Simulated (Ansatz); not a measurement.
One change: `[OH][Zn][B](F)F` becomes `N[SiH2]B(F)F`.

Ansatz, PBE0-D4/def2-TZVP geometries, multiplicity 1. Each molecule was computed in one conformer, which needn't be the lowest.

Scalar relativity is left out up to krypton.

```csv
property,`[OH][Zn][B](F)F`
HOMO–LUMO gap (B3LYP/def2-TZVPP) / eV,6.30
HOMO–LUMO gap (ωB97M-V/def2-TZVPP) / eV,10.97
HOMO energy (PBE0/def2-TZVPP) / eV,-8.33
HOMO–LUMO gap (PBE/def2-TZVPP) / eV,4.38
zero-point energy (PBE0-D4/def2-TZVP) / kJ/mol,58.2
size of the dipole moment (PBE/def2-TZVPP) / D,1.24
```

Question: What does the change do to each property? (Estimate.)

Answer: The calculation gave: 
```tsv
property	`N[SiH2]B(F)F`	shift
HOMO–LUMO gap (B3LYP/def2-TZVPP) / eV	6.07	-0.23
HOMO–LUMO gap (ωB97M-V/def2-TZVPP) / eV	10.80	-0.17
HOMO energy (PBE0/def2-TZVPP) / eV	-7.40	0.93
HOMO–LUMO gap (PBE/def2-TZVPP) / eV	4.16	-0.22
zero-point energy (PBE0-D4/def2-TZVP) / kJ/mol	137.8	79.6
size of the dipole moment (PBE/def2-TZVPP) / D	1.61	0.37
```

With PBE0 the HOMO rises by 0.93 eV and the LUMO rises by 0.64 eV, so the gap narrows by about 0.29 eV. PBE moves the HOMO by 0.76 eV and ωB97M-V by 1.03 eV. The zero-point energy changes by 79.6 kJ/mol with +9 modes. Dipoles are sizes alone; their direction can turn.

Positive LUMOs are unbound, so they and the gaps depend on the basis.

B3LYP here is the variant with VWN-RPA as its local correlation; programs differ in this.
